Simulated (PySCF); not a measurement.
C4H8OSi.
Geometry (PBE0-D3(BJ)/def2-SVP, Å), atoms numbered from 1 in this order:
```xyz
14
C4H8OSi angstrom
Si     2.394   -0.136    0.452
O      0.916    0.656    0.272
C     -0.259    0.019    0.206
C     -0.682   -1.259    0.265
C     -2.128   -0.850    0.086
C     -1.619    0.623    0.020
H      2.610   -1.073   -0.689
H      2.409   -0.902    1.733
H      3.421    0.937    0.462
H     -0.192   -2.226    0.391
H     -2.797   -1.059    0.937
H     -2.616   -1.201   -0.839
H     -1.962    1.277    0.838
H     -1.782    1.136   -0.941
```

Method used: PBE0-D3(BJ)/def2-SVP geometry optimisation, gas phase (PySCF 2.14.0).

Take the most abundant isotopes and a rigid rotor. The values belong to one conformer with, in the numbering `[SiH3:1][O:2][C:3]1=[CH:4][CH2:5][CH2:6]1`, Si1–O2–C3–C4 1°.

Problem. Give the principal moments of inertia and the rotational constants in GHz.

Solution. Ia = 55.45, Ib = 317.02, Ic = 360.00 u·Å²; 505379 MHz·u·Å²/I gives 9114, 1594 and 1404 MHz, that is A = 9.1137, B = 1.5942, C = 1.4038 GHz.

Problem. Classify the top.

Solution. A near-prolate asymmetric top; Ray's κ = -0.951.

Problem. Is it planar, by Δ = Ic − Ia − Ib?

Solution. Not planar: Δ = Ic − Ia − Ib = -12.47 u·Å². For a rigid frame Δ = −2 Σ m c², so Σ m c² = 6.24 u·Å² lies off the ab plane: 6.23 from hydrogen and 0.01 from heavier atoms. The atom farthest from that plane is 1.23 Å away.

Problem. Give the other two planar moments, Paa and Pbb, and the rms extents of the mass along the axes.

Solution. Paa = Σ m a² = (Ib + Ic − Ia)/2 = 310.78 and Pbb = Σ m b² = (Ia + Ic − Ib)/2 = 49.22 u·Å². With the mass M = 100.03 u, the rms extents √(P/M) along a, b and c are 1.76, 0.70, 0.25 Å.

Problem. List the rotational levels J(Ka,Kc) to J = 4 (K).

Solution. Above 0(0,0), as E/k:
J = 1: 1(0,1) 0.144, 1(1,1) 0.505, 1(1,0) 0.514
J = 2: 2(0,2) 0.431, 2(1,2) 0.783, 2(1,1) 0.811, 2(2,1) 1.893, 2(2,0) 1.894
J = 3: 3(0,3) 0.862, 3(1,3) 1.201, 3(1,2) 1.256, 3(2,2) 2.325, 3(2,1) 2.326, 3(3,1) 4.152, 3(3,0) 4.152
J = 4: 4(0,4) 1.436, 4(1,4) 1.758, 4(1,3) 1.849, 4(2,3) 2.900, 4(2,2) 2.903, 4(3,2) 4.728, 4(3,1) 4.728, 4(4,1) 7.286, 4(4,0) 7.286
The levels of one J sum to (2J + 1)J(J + 1)(A + B + C)/3.

Problem. Which lines would a microwave search look for?

Solution. The dipole components are |μa| = 0.38 D, |μb| = 0.46 D, |μc| = 0.00 D; the mirror of this Cs structure is the ab plane, so μc vanishes by symmetry (the 0.02 D computed is a residue) and there are no c-type lines. Intensities carry the squares of the components, which stand as 0.66 : 1.00 (a : b). Some of the stronger lines:

```
type  branch         J(Ka,Kc)    MHz  lower level (cm⁻¹)
   a       Q  2(1,1) ← 2(1,2)    571               0.544
   a       R  2(1,1) ← 1(1,0)   6186               0.357
   b       Q  1(1,0) ← 1(0,1)   7710               0.100
   b       Q  3(1,2) ← 3(0,3)   8201               0.599
   a       R  5(0,5) ← 4(0,4)  14919               0.998
   b       R  3(1,3) ← 2(0,2)  16039               0.300
   b       R  5(1,5) ← 4(0,4)  21206               0.998
   b       Q  5(2,3) ← 5(1,4)  21556               1.801
   b       Q  4(2,2) ← 4(1,3)  21953               1.285
   b       Q  3(2,1) ← 3(1,2)  22293               0.873
   b       Q  5(3,3) ← 5(2,4)  38105               2.516
   b       R  4(3,1) ← 3(2,2)  50075               1.616
   b       R  5(3,2) ← 4(2,3)  53089               2.016
   b       R  4(4,0) ← 3(3,1)  65296               2.886
   b       R  5(4,2) ← 4(3,1)  68294               3.286
   b       R  5(5,1) ← 4(4,0)  83523               5.064
```

Problem. Estimate the classical rotational partition function at 25 K, 200 K and 500 K.

Solution. Point group Cs, symmetry number σ = 1; q = (√π/σ)·√((kT/h)³/(ABC)), k/h = 20836.6 MHz/K: 4670 at 25 K, 106000 at 200 K, 417000 at 500 K.

Not checked by PBE0-D3(BJ)/def2-SVP frequencies. Constants of a rigid frame at the computed geometry: no zero-point averaging, no centrifugal distortion. A rigid rotor knows nothing of internal rotation, which can split or shift real lines.
